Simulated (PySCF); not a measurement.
Cl4Ti, charge +1, doublet, at a GFN2-xTB geometry (such geometries of metal compounds can be far from the true shape) (the multiplicity is a formal guess). Base run: PBE0/STO-3G run with PySCF.

The PySCF input:
```python
from pyscf import gto, scf, dft

mol = gto.M(
    atom='''
Ti    0.000000   -0.000000   -0.000000
Cl    1.697479   -0.536179   -1.161489
Cl    0.616876    0.479738    1.976688
Cl   -0.952381    1.687248   -0.874154
Cl   -1.361974   -1.630807    0.058955
''',
    basis='sto-3g',
    charge=1,
    spin=1,
    verbose=4,
)

mf = dft.UKS(mol)
mf.xc = 'pbe0'
mf.kernel()
```

The base run was repeated with changes; each row names its change, and settings that it needs were set with it.

```json
[
 {"change": "base", "ΔE vs base (mEh)": "0.000", "grid points": "96424", "electrons on the grid": "89.00000"},
 {"change": "grids.prune = dft.gen_grid.treutler_prune", "ΔE vs base (mEh)": "0.000", "grid points": "94400", "electrons on the grid": "89.00000"},
 {"change": "grids.level = 7", "ΔE vs base (mEh)": "0.002", "grid points": "429616", "electrons on the grid": "89.00000"},
 {"change": "grids.becke_scheme = stratmann", "ΔE vs base (mEh)": "0.002", "grid points": "96424", "electrons on the grid": "89.00000"},
 {"change": "grids.prune = off", "ΔE vs base (mEh)": "0.000", "grid points": "177944", "electrons on the grid": "89.00000"},
 {"change": "grids.level = 0", "ΔE vs base (mEh)": "-72.867", "grid points": "8920", "electrons on the grid": "89.01682"},
 {"change": "small_rho_cutoff = 0", "ΔE vs base (mEh)": "0.000", "grid points": "96424", "electrons on the grid": "89.00000"},
 {"change": "grids.radi_method = delley", "ΔE vs base (mEh)": "0.001", "grid points": "98080", "electrons on the grid": "89.00000"},
 {"change": "grids.atom_grid = (99, 590)", "ΔE vs base (mEh)": "0.003", "grid points": "148136", "electrons on the grid": "89.00000"},
 {"change": "grids.level = 1", "ΔE vs base (mEh)": "1.642", "grid points": "32720", "electrons on the grid": "89.00000"},
 {"change": "grids.atom_grid = (30, 110)", "ΔE vs base (mEh)": "-3.234", "grid points": "12120", "electrons on the grid": "88.99932"}
]
```

Open shells are given as the SCF converged; they aren't shown to be the lowest states, and a large step between rows can be another state.
